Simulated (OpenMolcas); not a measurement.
neutral strontium: terms and fine structure

| Item | Value |
| --- | --- |
| Program | OpenMolcas 26.06 |
| Method | XMS-CASPT2, IPEA 0.25 Eh, imaginary shift 0.1 Eh (closed shells correlated: 4s 4p) |
| Basis | ANO-RCC-VTZP [7s6p3d1f] |
| Scalar Hamiltonian | DKH2, point nucleus |
| Active space | 2 electrons in 9 orbitals (4d 5s 5p) |
| State averaging | 2S+1 = 3 even, 18 roots (15 in the spin-orbit step); 2S+1 = 1 even, 12 roots; 2S+1 = 3 odd, 18 roots; 2S+1 = 1 odd, 15 roots |
| Spin-orbit coupling | RASSI with atomic mean-field integrals over the reference wave functions, term energies averaged over their components |

With spin-orbit coupling, above the lowest level:

```
Configuration  Term  J  E (cm⁻¹)  Measured (cm⁻¹)  Term weight %  Second
          5s²    ¹S  0       0.0              0.0            100        
        5s 5p   ³P°  0     13940            14318            100        
        5s 5p   ³P°  1     14050            14504            100        
        5s 5p   ³P°  2     14270            14899            100        
        4d 5s    ³D  1     20950            18159            100        
        4d 5s    ³D  2     21020            18219            100        
        4d 5s    ³D  3     21130            18319            100        
        5s 5p   ¹P°  1     22060            21698            100        
        4d 5s    ¹D  2     23100            20150             99        
        4d 5p   ³F°  2     35600            33267             58  42 ¹D°
        4d 5p   ¹D°  2     35890            33827             58  42 ³F°
        4d 5p   ³F°  3     35930            33590            100        
        4d 5p   ³F°  4     36200            33919            100        
          5p²    ³P  0     36320            35193            100        
          5p²    ³P  1     36500            35400            100        
          5p²    ³P  2     36790            35675            100        
        4d 5p   ³D°  1     38620            36264            100        
        4d 5p   ³D°  2     38730            36382            100        
        4d 5p   ³D°  3     38910            36560            100        
        4d 5p   ³P°  0     39870            37292            100        
        4d 5p   ³P°  1     39890            37303            100        
        4d 5p   ³P°  2     39930            37337             99
```

Against the 21 measured excited levels shown (NIST Handbook of Basic Atomic Spectroscopic Data) the mean absolute deviation is 1900 cm-1; the largest miss in energy is 4d 5s ¹D₂: computed 23100, measured 20150 cm⁻¹ (+14.6 %).

CASPT2 breaks the degeneracy within a term, and the mean is taken; among the terms shown or strongly mixed into the levels shown the widest spread is 160 cm-1 (4d 5p ¹D°). Some high roots are left out of the spin-orbit mixing, which shifts the levels that they would mix with. Some levels mix across a computed gap that differs much from the measured one, so their mixing is not that of the real levels. A single d shell beside an s shell can misplace configurations of different d count against each other. Measured partners are found by configuration, term and J. A level has none where our copy of the source lacks it or the pairing is in doubt (some pairs that miss far off the trend of their configuration count as doubtful), and it then counts in no deviation. Only configurations of the active space appear. The first state left out of the spin-orbit step lies near 51000 cm-1 above the lowest spin-free state of the reference (among the parities and spins computed), and the list stops at four fifths of that energy or lower.

The term weight is that of the spin-free term in the level, not the purity of its configuration. ° marks odd parity.
